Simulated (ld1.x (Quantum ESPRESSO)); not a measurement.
Transferability test, ultrasoft potential for thulium

| Property | Result |
| --- | --- |
| Element | Tm |
| Generator | ld1.x (Quantum ESPRESSO) 7.5 |
| Type | ultrasoft |
| Functional | PBE |
| Relativity | scalar-relativistic |
| Frozen core | [Kr] 4d10 |
| Valence charge | 23 |
| Reference configuration | 4f13 5s2 5p6 5d0 6s2 6p0 |
| Partial waves | 5s (bound): rcut 1.70, rcutus 2.00 bohr; 6s (bound): rcut 1.70, rcutus 2.00 bohr; 5p (bound): rcut 1.95, rcutus 2.35 bohr; 6p (bound, empty): rcut 1.95, rcutus 2.35 bohr; 5d (bound, empty): rcut 2.05, rcutus 2.85 bohr; 5d channel at 3.4 Ry: rcut 2.05, rcutus 2.85 bohr; 4f (bound): rcut 0.95, rcutus 1.05 bohr; 4f channel at 2.05 Ry: rcut 0.95, rcutus 1.05 bohr |
| Local potential | all-electron potential smoothed inside 2.60 bohr (lloc = -2) |
| Core correction | Bessel-smoothed model core inside 0.65 bohr |
| Augmentation charge | PSQ, inside the norm-conserving radii |

Energies are relative to the spin-unpolarised reference configuration 4f13 5s2 5p6 5d0 6s2 6p0; without spin polarisation the order of configurations can differ from experiment. Not all tests gave a result: test run stopped at test 4 of 7 (negative rho). The frozen-core shift is the all-electron ΔE with the core orbitals held at their reference shape minus the fully relaxed ΔE.

```
   valence configuration  charge  ΔE all-electron (eV)  error AE − PS (meV)  frozen-core shift (meV)
4f13 5s2 5p6 5d0 6s1 6p0      +1                 6.457                 -3.6                     +3.5
4f13 5s2 5p6 5d0 6s0 6p0      +2                18.556                  -22                     +9.5
4f12 5s2 5p6 5d0 6s0 6p0      +3                44.977                 -401                     -2.2
```

A variational frozen-core shift is positive and of second order in the change. This column holds negative values, so the frozen-core run of ld1.x carries numerical noise or an error of first order here, and the column gives no more than the rough size of the effect.
